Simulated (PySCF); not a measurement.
# Molecular orbitals of GaBr⁻

ωB97X-V at R = 2.602 Å; basis Ga def2-TZVPPD, Br def2-TZVPPD; no relativity; PySCF 2.14. State: ²Π (doublet), unpaired electrons π ↑. Only the outer orbitals are listed, counted within each symmetry.

```csv
spin,orbital,occ.,ε (eV),on Ga (%),main shells (%)
α,13σ,1,-18.00,4,96 Br s
α,14σ,1,-8.06,63,"62 Ga s, 36 Br p"
α,7π,1,-5.31,4,96 Br p
α,7π,1,-5.26,3,97 Br p
α,15σ,1,-4.40,49,"50 Br p, 35 Ga s, 13 Ga p"
α,8π,1,-0.47,90,86 Ga p
α,16σ,0,4.62,97,"97 Br p, 83 Ga s, 15 Ga p"
α,8π,0,4.64,43,"51 Br p, 36 Ga p"
α,17σ,0,5.18,66,"66 Ga s, 22 Br p, 14 Br s"
β,13σ,1,-17.96,4,96 Br s
β,14σ,1,-7.58,53,"52 Ga s, 46 Br p"
β,7π,1,-5.25,3,97 Br p
β,7π,1,-5.15,3,98 Br p
β,15σ,1,-4.04,59,"45 Ga s, 41 Br p, 13 Ga p"
β,16σ,0,4.66,91,"104 Br p, 74 Ga s, 18 Ga p"
β,8π,0,4.69,41,"53 Br p, 34 Ga p"
β,8π,0,4.96,24,"70 Br p, 18 Ga p"
```

Problem. Which are the highest filled and the lowest empty level, where do they sit, and how wide is the gap?

Solution. Highest filled α 8π at -0.47 eV (in %: 86 Ga p); lowest empty α 16σ at 4.62 eV (in %: 97 Br p, 83 Ga s, 15 Ga p); the gap at ωB97X-V is 5.09 eV. An empty level above zero is unbound, and its energy depends on the basis.

```json
{"bond order (Mayer)": "0.71", "⟨S²⟩": "0.755", "charge on Ga (Mulliken, basis-dependent)": "-0.31", "charge on Ga (Löwdin, basis-dependent)": "-0.39", "dipole moment (positive dipole points towards Br; it is taken about the centre of mass and depends on that origin)": "0.79 D"}
```

Shares are Mulliken populations and can fall outside 0 to 100 %.

Spin–orbit coupling is left out. The state was picked by a PBE0 search and need not be the measured ground state.
